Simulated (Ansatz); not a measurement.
`ClB(Br)Br` + NH₃ → `NB(Cl)Br` + HBr at 600 K and 1 bar (ligand exchange at a B–Br bond).

Calculated with Ansatz (gas phase, PBE0-D4/def2-TZVP geometries, no zero-point term in ΔE). CBS: MP2 limit from def2 TZ/QZ plus the TZ coupled-cluster correction, frozen cores. This one scheme is used for every species. For Br outer-core shells are correlated without core-valence functions, which leaves a few kJ/mol of doubt a bond. Scalar relativity is left out up to krypton. One conformer a species, not always the lowest.

| species | CCSD(T)/CBS energy (Eh) | H − E (kJ/mol) | S (J/(mol·K)) |
| --- | --- | --- | --- |
| `ClB(Br)Br` | -5631.31790 | 54.3 | 372.0 |
| NH₃ | -56.50880 | 112.4 | 219.5 |
| `NB(Cl)Br` | -3113.92934 | 129.4 | 370.9 |
| HBr | -2573.91920 | 33.5 | 219.1 |

H − E and S are ideal-gas, rigid-rotor, harmonic terms from PBE0-D4/def2-TZVP, for one conformer and one mirror image of each species. 1 Eh = 2625.50 kJ/mol, R = 8.31446 J/(mol·K).

Question: By hand: ΔE, ΔH, ΔS and ΔG.

Answer: ΔE = (-3113.92934) + (-2573.91920) − (-5631.31790) − (-56.50880) = -0.02184 Eh = -57.3 kJ/mol. Δ(H − E) = 129.4 + 33.5 − 54.3 − 112.4 = -3.8, so ΔH = -61.1 kJ/mol. ΔS = 370.9 + 219.1 − 372.0 − 219.5 = -1.5 J/(mol·K). ΔG = -61.1 − 600 × (-1.5)/1000 = -60.2 kJ/mol.

Question: By hand: the equilibrium constant, and the temperature at which ΔG would vanish if ΔH and ΔS stayed fixed.

Answer: log₁₀ K = −ΔG/(RT ln 10) = 5.2. ΔG = 0 at ΔH/ΔS = 40733 K, far beyond where these terms or the molecules hold.

The number of gas molecules stays the same, so ΔS is small and ΔH decides. A doubt of 5 kJ/mol in ΔE shifts log₁₀ K by 0.4 here. Other conformers and mirror images would add mixing entropy, several J/(mol·K) or more a flexible species. These are equilibria of isolated gas molecules and say nothing of rates. Largest T1 diagnostic: 0.009 (customary marks: 0.02 for closed shells, 0.045 for open ones).
